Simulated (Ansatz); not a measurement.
Reaction (formal exchange of groups at the Se–Si bond): `[SiH3][SiH2][SeH]` + `[Cl][SnH2][Cl]` → `[Cl][SnH]([Cl])[SeH]` + disilane

Program: Ansatz. Geometries: PBE0-D4/def2-TZVP. ΔE: electronic, gas phase. CCSD(T)/CBS is the MP2 limit (def2-TZVPP, def2-QZVPP) plus CCSD(T) − MP2 in def2-TZVPP, frozen cores. Functionals use def2-TZVPP. Elements past krypton have def2 core potentials. For Se, Sn outer-core shells are correlated without core-valence functions, which leaves a few kJ/mol of doubt a bond. Scalar relativity is left out up to krypton. One conformer a species, not always the lowest.

`[SiH3][SiH2][SeH]`:

```xyz
9

Si    0.130   -0.324   -1.347
Si   -0.722    0.321    0.731
Se    0.707   -0.336    2.393
H    -0.740    0.145   -2.460
H     0.242   -1.805   -1.401
H     1.484    0.271   -1.515
H    -0.972    1.787    0.780
H    -1.991   -0.386    1.045
H     1.862    0.328    1.774
```

`[Cl][SnH2][Cl]`:

Z-matrix (Å, degrees):
```
Sn
Cl 1 2.316
Cl 1 2.316 2 106.5
H 1 1.695 2 107.8 3 -115.4
H 1 1.695 2 107.8 3 115.4
```

`[Cl][SnH]([Cl])[SeH]`:

Cartesian coordinates in Å:
```
Cl -1.487 -0.805 1.657
Sn 0.253 0.116 0.433
Cl 2.193 -0.967 1.074
Se -0.022 -0.420 -1.996
H 0.355 1.756 0.863
H -1.293 0.320 -2.031
```

`[SiH3][SiH3]`:

```xyz
8

Si   -0.963    0.225    0.623
Si    0.963   -0.225   -0.624
H    -1.654   -1.044    0.980
H    -0.610    0.943    1.878
H    -1.900    1.072   -0.162
H     0.610   -0.946   -1.876
H     1.901   -1.069    0.164
H     1.652    1.044   -0.983
```

| species | PBE0-D4 energy (Eh) |
| --- | --- |
| `[SiH3][SiH2][SeH]` | -2983.65470 |
| `[Cl][SnH2][Cl]` | -1135.71332 |
| `[Cl][SnH]([Cl])[SeH]` | -3537.03107 |
| `[SiH3][SiH3]` | -582.34327 |

Q: Work out ΔE.

A: ΔE = (-3537.03107) + (-582.34327) − (-2983.65470) − (-1135.71332) = -0.00632 Eh = -16.6 kJ/mol. CCSD(T)/CBS gives -21.4 kJ/mol.

Q: What do rigid-rotor, harmonic-oscillator terms from PBE0-D4/def2-TZVP frequencies (298.15 K, 1 bar) make of the CCSD(T)/CBS value? (An estimate is asked.)

A: Ansatz gave: ΔZPE = -0.4 kJ/mol, ΔH = -20.0 kJ/mol, ΔS = -3 J/(mol·K), ΔG = -19.2 kJ/mol.

Largest T1 diagnostic among the species: 0.013.

Leaving LDA and LC-ωPBE aside and taking each functional with its dispersion term where it has one, the values, not all of them listed here, spread over 11.8 kJ/mol, from BLYP-D4 to B97M-V. LDA lies +4.0 kJ/mol from PBE without D4. From BLYP to BHLYP (50 % exact exchange), in def2-TZVPP and without D4, ΔE moves by +4.7 kJ/mol.
